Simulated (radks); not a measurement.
Q: Ionisation of the tungsten ion W3+, [Xe] 4f14 5d3, to [Xe] 4f14 5d2 as the strength of local exchange is varied. Method: Dirac Kohn-Sham, Slater X-alpha exchange (alpha = 2/3 is LDA exchange), no correlation, spin-unpolarised, spherical densities, point nucleus; open shells are shared between the two j in proportion to 2j + 1; computed with a radial shooting solver on a logarithmic mesh with Libxc functionals.

alpha  E(W3+) (hartree)  exchange (hartree)  IE (eV)  -e of the level emptied (eV)  <r> of it (bohr)
0.667       -16147.2025           -307.2802   36.031                29.588 (5d5/2)             1.792
0.761       -16190.5687           -351.5779   37.656                31.090 (5d5/2)             1.753
0.975       -16289.7529           -453.3350   41.530                34.694 (5d5/2)             1.674
0.984       -16293.9381           -457.6421   41.698                34.851 (5d5/2)             1.671
x           -16315.8123           -480.1711   42.584                35.679 (5d5/2)             1.655

Which alpha was used in the last row?

A: alpha = 1.031. NIST Atomic Spectra Database: 38.2 +/- 0.4 eV (semi-empirical). The Delta-SCF value meets it near alpha = 0.79. Spin polarisation and multiplet splitting are left out, so open shells lie too high by an amount that depends on their filling. Sharing an open shell by 2j + 1 raises it above the true ground level by a part of the spin-orbit splitting, which enters the differences from NIST.

Beside tabulated values, note that spin-unpolarised runs miss the spin-polarisation part of the exchange energy of open shells.
